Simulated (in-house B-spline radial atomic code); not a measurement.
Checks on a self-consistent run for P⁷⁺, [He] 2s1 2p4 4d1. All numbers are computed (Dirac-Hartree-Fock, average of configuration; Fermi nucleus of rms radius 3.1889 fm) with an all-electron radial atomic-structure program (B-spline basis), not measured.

```csv
orbital,q,ε (Eh),<1/r>,<r²>,small-component weight
1s1/2,2,-89.13170,14.682,0.0143089,0.0028453
2s1/2,1,-14.60610,3.08309,0.266977,0.00049887
2p1/2,1.3333,-12.80181,3.0006,0.223175,0.00047692
2p3/2,2.6667,-12.75929,2.98473,0.224709,0.00047495
4d3/2,0.4,-2.07409,0.533255,7.22609,6.0704e-05
4d5/2,0.6,-2.07369,0.533005,7.22954,6.0681e-05
```

Electron-electron repulsion V_ee = 60.1525 hartree.

Problem. What total energy follows from the eigenvalues?

Solution. The eigenvalues count the repulsion twice, so E = Σqε - V_ee = -246.037 - 60.153 = -306.190 hartree; the run printed -306.190.

Problem. Does the Dirac virial theorem hold?

Solution. For a point nucleus E = -2c²Σq·w, with w the small-component weight. Here Σq·w = 0.0081525 and c = 137.0360, so the ratio E/(-2c²Σq·w) is 1.000002.

Problem. What diamagnetic shielding (Lamb formula) and susceptibility (Langevin formula) do the radii give?

Solution. σ = (α²/3)Σq<1/r> = 44.9403/(3·137.036²) = 797.71 ppm, and χ = -0.79199×10⁻⁶·Σq<r²> = -6.669×10⁻⁶ cm³/mol with Σq<r²> = 8.4205 bohr². Both are non-relativistic formulas without the paramagnetism of open shells.
